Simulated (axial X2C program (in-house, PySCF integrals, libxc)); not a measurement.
Basis sets for IrO

All values come from calculations with an in-house all-electron X2C program for linear molecules (integrals from PySCF), spin-free (one-electron X2C) or two-component (2c: spin–orbit coupling with atomic mean-field Coulomb and Gaunt terms, which also bring small scalar terms), in Dyall basis sets with cores contracted in-house; open shells are unrestricted.

| Hamiltonian | level | Dyall basis | state | Re (Å) | ωe (cm⁻¹) | De (eV) |
| --- | --- | --- | --- | --- | --- | --- |
| spin-free | PBE0 | Ir v2z, O v2z | M_S = 3/2, Λ = 0 | 1.686 | 994.5 | 4.74 |
| 2c | PBE0 | Ir v2z, O v2z | Ω = 7/2 | 1.711 | 947.6 | n/a |

In the other basis sets:

```tsv
Hamiltonian	level	Dyall basis	state	Re (Å)	ωe (cm⁻¹)	De (eV)
spin-free	PBE0	Ir cv3z, O av3z	M_S = 3/2, Λ = 0	1.682	1000.0	4.89
2c	PBE0	Ir cv3z, O av3z	Ω = 7/2	1.706	955.9	4.68
```

Q: How far does the basis move Re and ωe?

A: PBE0 spin-free, Ir v2z, O v2z to Ir cv3z, O av3z: ΔRe -0.004 Å, Δωe 5.5 cm⁻¹; PBE0 2c, Ir v2z, O v2z to Ir cv3z, O av3z: ΔRe -0.005 Å, Δωe 8.3 cm⁻¹.

Each entry is the lowest single determinant of a limited PBE0 search at one distance. De goes to single-determinant-based atoms at the same level (for ions the charge split of lowest energy) and is withheld (n/a) where an atom does not fit its ground term or J level. Main or longest-lived isotopes. One determinant is a doubtful description, or other states lie close, for IrO; these need not be ground states, and all values refer to the states named. With several unpaired electrons the Ω given is that of one determinant, not necessarily of the lowest component. Some light 2c atoms are not at their ground J level, so De misses part of their lowering (0.04 eV or less). The functionals have no current term, which raises determinants with orbital currents.
